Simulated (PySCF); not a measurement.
B3LYP has the VWN-RPA correlation part, as in Gaussian. Excitations are Tamm–Dancoff values on a coarser integration grid. The basis has no diffuse functions, so Rydberg states are missing or too high.

Z-matrix (Å, degrees):
```
N
H 1 1.0108
C 1 1.4563 2 112.66
H 3 1.0894 1 109.04 2 171.06
H 3 1.0918 4 108.60 1 118.51
H 3 1.0985 4 108.22 5 117.78
S 1 1.6947 2 111.71 3 -134.38
H 7 1.3618 1 102.05 2 70.96
```
Charge 0, multiplicity 1.

Task: What brightest of the four lowest singlets (TDA), S1–T1 gap (TDA) and LUMO does B3LYP-D3(BJ)/def2-TZVP run with PySCF 2.14.0 give?

Result: 
| Quantity | Value |
|---|---|
| brightest of the four lowest singlets (TDA) | 6.97 eV |
| S1–T1 gap (TDA) | 0.66 eV |
| LUMO | -0.03 eV |
